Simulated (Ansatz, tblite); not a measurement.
Forces on the cluster Li3Br4 at its r2SCAN-D4/def2-SVP geometry. The state is a doublet with charge 0.

The xTB rows come from tblite. In the doublet, Br5 and Br6 lie 2.95 Å apart (atoms count from 1), so these atoms are partly bonded to each other. Another isomer (doublet) lies 0.19 eV lower at PBE0-D4/def2-TZVP; other spin states weren't run for this one.

GFN1-xTB (tblite), largest force 0.37 eV/Å:

```xyz
7
positions Å, forces eV/Å
Li    1.266    0.668    1.402   -0.097   -0.352   -0.021
Li   -0.236    1.037   -2.653    0.023   -0.209    0.238
Li   -0.827   -0.747   -0.434   -0.006    0.317   -0.007
Br    1.447    0.513   -1.018   -0.102    0.086    0.053
Br    1.576   -1.074    3.039    0.046    0.200   -0.104
Br   -1.043   -0.215    1.995    0.060   -0.030   -0.170
Br   -2.184   -0.183   -2.331    0.076   -0.011    0.011
```

GFN2-xTB (tblite), largest force 0.44 eV/Å:

```
Li 0.286 0.085 0.014
Li 0.135 0.100 -0.191
Li -0.322 -0.186 0.029
Br -0.061 0.137 0.100
Br 0.354 -0.158 0.199
Br -0.364 0.091 -0.145
Br -0.028 -0.069 -0.006
```

PBE-D4/def2-TZVP (Ansatz), largest force 0.09 eV/Å:

```
Li 0.049 0.004 0.066
Li -0.009 -0.052 0.072
Li -0.056 0.014 -0.073
Br -0.019 0.004 -0.013
Br -0.023 0.036 -0.033
Br 0.033 -0.012 -0.023
Br 0.025 0.005 0.004
```
